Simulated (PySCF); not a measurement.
# Computed properties of BiHCl₂, SMILES [BiH]([Cl])[Cl]

BiHCl2, SMILES [Cl][BiH][Cl]. The structure is a stationary point at PBE0-D3(BJ)/def2-TZVP. The def2 effective core potentials stand for the cores of Bi; spin–orbit coupling is left out. Other conformers were not sampled. All values are computed for the isolated molecule unless a solvent is named; none is compared with measurement here.

**Structure.** The optimised structure has Cs symmetry. All 6 harmonic modes at PBE0-D3(BJ)/def2-TZVP (PySCF) are real, so it is a minimum. With heavy atoms numbered as in [BiH:1]([Cl:3])[Cl:4], the shortest bond between them is Bi1–Cl3 at 2.435 Å and the longest Bi1–Cl4 at 2.435 Å.

**Vibrations.** The strongest infrared lines (harmonic, unscaled, degenerate partners summed) lie at 1813 cm⁻¹ (217 km/mol, H 99 %), 326 cm⁻¹ (69 km/mol, Cl 84 %, Bi 16 %), 342 cm⁻¹ (28 km/mol, Cl 87 %, Bi 13 %). The softest mode is at 105 cm⁻¹ and the zero-point energy is 5.3 kcal/mol.

**Electronic structure.** HF/def2-TZVPD (PySCF) places the frontier levels at -10.74 and 0.56 eV, a gap of 11.30 eV, and gives a dipole moment of 4.17 D and a mean polarisability of 72.4 bohr³.

**Excitations.** TDA-ωB97X/def2-SVPD (PySCF) has S1 at 4.92 eV (252 nm, f = 0.031, weak); the most intense of the 10 singlets computed lies at 6.93 eV (f = 0.13). T1 (TDA) is at 4.35 eV, 0.57 eV under S1. No vertical singlet excitation falls in the visible range (under 3.1 eV).
